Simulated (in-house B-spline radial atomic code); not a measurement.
**Ionising Nb7+ with different functionals**

Computed with an all-electron radial atomic-structure program (B-spline basis): scalar-relativistic (spin-free X2C) Hamiltonian, Fermi nucleus of rms radius 4.324 fm, spin-polarised at highest spin, spherical fractional occupations for the functionals, the average over the highest-spin determinants for Hartree-Fock. The ionisation energy is the difference of two self-consistent energies, [Ar] 3d10 4s2 4p4 → [Ar] 3d10 4s2 4p3, without Breit or QED terms; ε is the level of the shell that loses the electron (its least bound occupied spin orbital). There is no spin-orbit coupling in this Hamiltonian.

Hybrids are left out here: with spherical fractional occupations of an open shell their exact exchange keeps a self-interaction that integer-occupation calculations don't have.

| method | rung | ΔSCF (eV) | -ε(4p) (eV) |
| --- | --- | --- | --- |
| Hartree-Fock | Hartree-Fock | 135.49 | 136.03 |
| LDA VWN5 | LDA | 137.73 | 128.86 |
| LDA PW92 | LDA | 137.73 | 128.86 |
| LDA exchange-only | LDA | 135.38 | 126.68 |
| PBE | GGA | 137.09 | 128.36 |
| PBEsol | GGA | 137.11 | 128.40 |
| BLYP | GGA | 137.17 | 128.29 |
| RPBE | GGA | 136.85 | 128.22 |
| PW91 | GGA | 137.27 | 128.53 |
| BP86 | GGA | 137.38 | 128.60 |
| AM05 | GGA | 137.13 | 128.43 |
| OLYP | GGA | 136.75 | 128.28 |
| TPSS | meta-GGA | 136.97 | 128.40 |
| SCAN | meta-GGA | 136.83 | 128.46 |
| r2SCAN | meta-GGA | 136.74 | 128.42 |
| revTPSS | meta-GGA | 136.86 | 128.34 |

How do they compare with the NIST value?

NIST lists 136 eV ± 2.1 (tabulated theory, ground level to ground level). Errors run from -0.62 to +1.73 eV; all lie within about twice that uncertainty, so the table can't rank the methods. Hartree-Fock also lacks correlation.
